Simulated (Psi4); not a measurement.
C2H5O (SMILES CC[O]), doublet (typed; the unrestricted solution is spin-contaminated), geometry from GFN2-xTB, with bond 5-2 at 1.6 times its length. Base run: CAM-B3LYP/STO-3G run with Psi4 1.11.

Input for Psi4:
```
memory 2 GB

molecule mol {
0 2
C     1.047024   -0.592239   -0.007778
C    -0.033474    0.487246   -0.001258
O    -1.283881    0.104237    0.011538
H     0.146305    1.197116    0.849888
H     0.228869    1.614237   -1.375454
H     2.036772   -0.143996   -0.018373
H     0.946215   -1.221511    0.873826
H     0.929965   -1.227162   -0.883301
}

set {
  basis sto-3g
  reference uks
}

energy('cam-b3lyp')
print_variables()
```

The base run was repeated with changes; each row names its change, and settings that it needs were set with it.

```json
[
 {"change": "base", "ΔE vs base (µEh)": "0.0", "SCF cycles": "14", "grid points": "171968", "basis functions": "20", "outcome": "converged"},
 {"change": "damping_percentage = 50", "ΔE vs base (µEh)": "-", "SCF cycles": "-", "grid points": "-", "basis functions": "20", "outcome": "not converged"},
 {"change": "dft_radial_points = 35", "ΔE vs base (µEh)": "24.1", "SCF cycles": "14", "grid points": "81791", "basis functions": "20", "outcome": "converged"},
 {"change": "guess = sap", "ΔE vs base (µEh)": "0.0", "SCF cycles": "16", "grid points": "171968", "basis functions": "20", "outcome": "converged"},
 {"change": "dft_basis_tolerance = 1e-8", "ΔE vs base (µEh)": "0.0", "SCF cycles": "14", "grid points": "169711", "basis functions": "20", "outcome": "converged"},
 {"change": "d_convergence = 1e-4", "ΔE vs base (µEh)": "0.0", "SCF cycles": "13", "grid points": "171968", "basis functions": "20", "outcome": "converged"},
 {"change": "diis_max_vecs = 3", "ΔE vs base (µEh)": "0.0", "SCF cycles": "31", "grid points": "171968", "basis functions": "20", "outcome": "converged"},
 {"change": "dft_pruning_scheme = robust", "ΔE vs base (µEh)": "0.0", "SCF cycles": "14", "grid points": "118094", "basis functions": "20", "outcome": "converged"},
 {"change": "dft_radial_points = 150", "ΔE vs base (µEh)": "0.0", "SCF cycles": "14", "grid points": "341123", "basis functions": "20", "outcome": "converged"},
 {"change": "guess = gwh", "ΔE vs base (µEh)": "0.0", "SCF cycles": "15", "grid points": "171968", "basis functions": "20", "outcome": "converged"},
 {"change": "df_basis_scf = def2-universal-jkfit", "ΔE vs base (µEh)": "0.0", "SCF cycles": "14", "grid points": "171968", "basis functions": "20", "outcome": "converged"},
 {"change": "guess = sapgau", "ΔE vs base (µEh)": "0.0", "SCF cycles": "17", "grid points": "171968", "basis functions": "20", "outcome": "converged"},
 {"change": "scf_type = cd", "ΔE vs base (µEh)": "-", "SCF cycles": "-", "grid points": "-", "basis functions": "-", "outcome": "input refused"}
]
```

Open shells are given as the SCF converged; they aren't shown to be the lowest states, and a large step between rows can be another state.

- scf_type = cd: ended with `psi4.driver.p4util.exceptions.ValidationError: SCF: SCF_TYPE (CD) not supported for range-separated functionals, plese use SCF_TYPE = 'DF' to automatically select the correct JK build.`
